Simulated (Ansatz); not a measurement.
## Worked example: the enthalpy of formation of HOI (hypoiodous acid)

HOI: 3 atoms, total charge 0, spin state singlet. SMILES: `OI`. The shape is that of a PBE0-D4/def2-TZVP optimisation.

```csv
atom,x (Å),y (Å),z (Å)
O,-0.3762,-0.4676,-0.2534
I,1.2471,0.1302,0.6970
H,-0.8709,0.3375,-0.4436
```

Total energies at CCSD/def2-TZVPP (core potential), 5 core orbitals frozen (Ansatz 0.2.0); the atoms run unrestricted:

| species | state | energy (Eh) |
| --- | --- | --- |
| HOI | singlet | -372.816017 |
| O | triplet | -74.973900 |
| I | doublet | -297.104545 |
| H | doublet | -0.499810 |

Harmonic wavenumbers at PBE0-D4/def2-TZVP, in cm⁻¹: 614, 1100, 3843.

Measured heats of formation of the gaseous atoms at 298.15 K, in kJ/mol: O 249.2, I 106.8, H 218.0. Spin-orbit lowering of the atoms at 298 K (mean of the ground term's levels less their thermal mean, from spectra), in kJ/mol: O 0.40, I 30.32. Take 1 Eh = 2625.50 kJ/mol, 1 cm⁻¹ = 0.0119627 kJ/mol, RT = 2.479 kJ/mol.

**Question.** Work out the heat of formation of the gas at 298 K.

**Answer.** 
1. Electronic atomisation energy: (-74.973900) + (-297.104545) + (-0.499810) − (-372.816017) = 0.237762 Eh = 624.2 kJ/mol.
2. Zero-point energy: half the sum of the wavenumbers, 2778.5 cm⁻¹ = 33.2 kJ/mol.
3. Thermal vibrational enthalpy, Σ hcν̃/(exp(hcν̃/kT) − 1): 0.5 kJ/mol. Translation, rotation and pV of a non-linear molecule: 4 RT = 9.9 kJ/mol.
4. The 3 free atoms carry 5/2 RT each: 18.6 kJ/mol.
5. Spin-orbit coupling lowers the free atoms by 0.40 + 30.32 = 30.7 kJ/mol.
6. Atomisation enthalpy at 298 K: 624.2 − 30.7 − 33.2 − 0.5 − 9.9 + 18.6 = 568.5 kJ/mol.
7. Sum of the atoms' heats of formation: 574.0 kJ/mol. Heat of formation: 574.0 − 568.5 = +5.5 kJ/mol.

The tabulated value is -61.3 kJ/mol (Active Thermochemical Tables), so this level is off by +66.8 kJ/mol, or 10.5 % of the atomisation enthalpy that the table implies (635.3 kJ/mol). Coupled cluster needs large bases for atomisation: in a finite one the molecule is underbound. CCSD also lacks the triples, which bind further. Anharmonicity and any spin-orbit splitting of the molecule are left out, and so is core correlation.
